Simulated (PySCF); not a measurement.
C₂H₆O₂W, SMILES [W](=[O])([CH3])([CH3])=[O], multiplicity 1.

The structure is a stationary point at B3LYP-D3(BJ)/def2-SVP. The spin state was assumed, not searched. The structure was generated by enumeration; whether it is a known compound was not checked. The def2 effective core potentials stand for the cores of W; spin–orbit coupling is left out.

Calculation: PBE0/def2-TZVP run with PySCF.

Isolated molecule, no solvent.

Computed frontier levels, gap, dipole moment and polarisability:
```
Property                                                                                                       Result
---------------------------------------------------------------------------------------------  ----------------------
highest occupied level                                                                                       -8.70 eV
lowest empty level                                                                                           -2.49 eV
orbital gap                                                                                                   6.21 eV
dipole moment                                                                                                  3.88 D
quadrupole, principal values (traceless, Buckingham form, about the centre of nuclear charge)  -6.59, -0.76, 7.36 D·Å
mean static polarisability                                                                      68.6 bohr³ (10.17 Å³)
polarisability, principal values                                                               64.4, 66.9, 74.5 bohr³
```
